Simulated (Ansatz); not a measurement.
Counterpoise correction, worked out

The pair of K⁺ (SMILES [K+], atom 1) and CH4 (SMILES C, atoms 2–6), both closed shells, in one local arrangement (a lower one may exist), relaxed at PBE0-D4/def2-TZVP:

K1  (0.224, 0.495, -2.861)
C2  (-0.043, -0.096, 0.555)
H3  (0.546, -0.907, 0.122)
H4  (0.453, 0.867, 0.420)
H5  (-0.126, -0.280, 1.625)
H6  (-1.054, -0.080, 0.140)
(Å)

Ansatz 0.2.0; basis: def2-TZVPPD; cores frozen in the correlated methods. The outer core shell of Li, Na, Mg and K is correlated. The def2 sets are not built for correlating such inner shells, so the correlated values are less sure here.

CCSD(T) total energies in eV:

| system | geometry | basis functions | energy |
| --- | --- | --- | --- |
| pair | pair | all | -17404.82627 |
| K⁺ | as in the pair | all (partner as ghosts) | -16304.26449 |
| CH4 | as in the pair | all (partner as ghosts) | -1100.40500 |
| K⁺ | as in the pair | its own | -16304.24723 |
| CH4 | as in the pair | its own | -1100.40292 |
| K⁺ | free (PBE0-D4 minimum) | its own | -16304.24723 |
| CH4 | free (PBE0-D4 minimum) | its own | -1100.41236 |

Q: Work out the interaction energy with and without the counterpoise correction, the superposition error, and the binding energy from the relaxed fragments.

A: Without correction: -17404.82627 − (-16304.24723) − (-1100.40292) = -0.17612 eV.
With correction (each fragment in the whole basis): -17404.82627 − (-16304.26449) − (-1100.40500) = -0.15678 eV = -3.62 kcal/mol.
The superposition error is the difference, 0.01934 eV, 11 % of the uncorrected value: each fragment borrows its partner's functions.
Deformation from the free shapes: 0.00000 eV for K⁺ and 0.00944 eV for CH4.
Binding energy from relaxed fragments: -0.15678 + 0.00000 + 0.00944 = -0.14734 eV = -3.40 kcal/mol (electronic, without zero-point energy; negative means bound). For comparison, the corrected interaction energy by CCSD(T) at an estimated basis limit (MP2 extrapolated from triple and quadruple zeta, plus CCSD(T) − MP2 in triple zeta) is -0.167 eV; triple zeta with the correction binds less.

The T1 diagnostic stays at or below 0.008.

For scale, one of the runs: CCSD(T)/def2-TZVPPD, 141 basis functions, launched by `ansatz run in.yaml --threads 2 --pin off --events-out ev --progress --plain --max-ram 5222MiB`. Hardware: 2 CPU threads of an Arm Neoverse V1, shared host. Wall time 8 s; peak host memory 0.8 GiB.
